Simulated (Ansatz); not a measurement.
Born–Oppenheimer molecular dynamics of Cl2FH2NSi (7 atoms, charge 0, multiplicity 1). It starts from a rough guess of a transition structure, not a stationary point.

The calculation used Ansatz 0.2.0, UKS B3LYP-D4/STO-3G.

```
ensemble                      : NVE (velocity Verlet)
time step                     : 0.5 fs
steps asked                   : 150
starting velocities drawn for : 600 K
seed                          : 375409
```

First frame:

```xyz
7
Properties=species:S:1:pos:R:3
Si -0.348 -0.199 -0.464
F -0.717 0.157 1.471
N 1.101 0.313 0.141
H 0.454 0.409 1.311
Cl -1.607 0.968 -1.488
Cl -0.885 -2.109 -0.698
H 2.003 0.461 -0.273
```

Question: What does the run give?

Answer: The run went to its last step.

```yaml
steps_done: 150
time_covered: 75 fs
mean_temperature_over_the_second_half: 2986 K
spread_of_the_potential_energy_over_the_second_half: 70.3 meV per atom
mean_potential_energy_of_the_second_half_above_the_start: -220.4 meV per atom
```

The conserved energy stayed within 0.94 meV per atom of its start (net change 0.31 meV per atom), so the integration is sound. The system heated up, since it started high on the potential surface and ran downhill. A run of 0.075 ps of so small a system gives no equilibrium averages. The orbitals stay closed-shell, which can raise the energy where a bond breaks towards radicals; this wasn't checked here. Limits of this set-up: minimal basis.

Question: What happens to the structure?

Answer: The step under study would form F2–H4 and break Si1–F2, N3–H4. These pairs go: F2–H4 1.21 → 3.61 Å, Si1–F2 2.00 → 1.72 Å, N3–H4 1.34 → 1.02 Å. In the last frame they stand as before the step (other bonds may differ from the relaxed reactants and products). It ends as one piece, Cl2FH2NSi. Pairs count as bonded within 1.25 times the sum of covalent radii (0.12 Å more for H–H). The details hang on the random start.

Question: How do temperature and energy run in time?

Answer: 
```
time (fs)  T (K)  potential energy less start (eV)  conserved less start (meV/atom)
      0.0    600                             0.000                             0.00
      3.5    924                            -0.211                            -0.25
      7.0   1246                            -0.417                             0.09
     10.5   1911                            -0.846                             0.19
     14.0   2901                            -1.488                            -0.13
     17.5   3550                            -1.911                            -0.62
     21.0   2654                            -1.329                            -0.21
     24.5   2180                            -1.020                             0.17
     28.0   3130                            -1.635                             0.02
     31.5   3205                            -1.683                             0.03
     35.0   2862                            -1.465                            -0.40
     38.5   2342                            -1.128                            -0.34
     42.0   1938                            -0.863                             0.27
     45.5   2351                            -1.133                            -0.25
     49.0   3135                            -1.641                            -0.42
     52.5   3756                            -2.039                             0.13
     56.0   4359                            -2.428                             0.18
     59.5   3630                            -1.959                            -0.02
     63.0   3151                            -1.651                            -0.29
     66.5   3372                            -1.795                            -0.52
     70.0   2560                            -1.266                             0.21
     73.5   2142                            -0.999                            -0.30
```

Time of the run: 7.7 min on 1 thread of Arm Neoverse V1 (shared host), peak memory 0.14 GiB.
